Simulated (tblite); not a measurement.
Run record: tight-binding relaxation, `CC(=O)NBN=O`.

Computed with GFN2-xTB geometry optimisation, gas phase (tblite 0.8.0). Start geometry: from a force field or distance geometry. The input is one job of a driver script: a line of settings, then coordinates in Å.

Command:
```bash
OMP_NUM_THREADS=1 python probes_run.py task.json out
```

Input:
```
{"job": {"kind": "relax", "xc": "GFN2-xTB", "basis": "xTB"}, "charge": 0, "multiplicity": 1}
C     -1.948600     0.539700     0.378600
C     -0.726900    -0.171600    -0.092600
O     -0.681600    -0.752500    -1.195300
N      0.376600    -0.151000     0.806000
B      1.652000    -0.871700     0.406000
N      2.733800    -0.155900    -0.362600
O      3.120900     0.958600    -0.079500
H     -1.785600     0.981500     1.381100
H     -2.204400     1.288300    -0.389400
H     -2.823400    -0.149500     0.477800
H      0.337100     0.318300     1.736600
H      1.951400    -1.834900     1.013800
```

Output:
```
step      E/eV     max force
  0    -596.57595    2.912
  1    -596.85625    2.769
  2    -597.19867    2.951
  3    -597.45176    2.793
  4    -597.67615    2.012
  5    -597.75751    3.357
  6    -597.90357    1.045
  7    -597.97205    0.709
  8    -598.00246    0.565
  9    -598.03313    0.456
... (106 lines left out)
116    -598.42986    0.102
117    -598.42971    0.124
118    -598.43043    0.046
119    -598.43049    0.044
120    -598.43055    0.019
121    -598.43058    0.020
122    -598.43063    0.024
123    -598.43070    0.023
124    -598.43074    0.011
125    -598.43074    0.006
```

«max force» is the largest atomic force in eV/Å.

Question: From which step on does the largest force stay under 0.1 eV/Å, and how much energy is left to gain from there?

Answer: From step 118 (0.046 eV/Å), 0.3 meV above the end.

Main results: energy lowered by 42.8 kcal/mol over 125 steps; largest atomic force 0.006 eV/Å at the end.

Hardware: Arm Neoverse N1, one thread, on a shared host. Cost: 0.94 s wall.
Labels such as C1 count atoms from 1, the log's own numbers from 0.
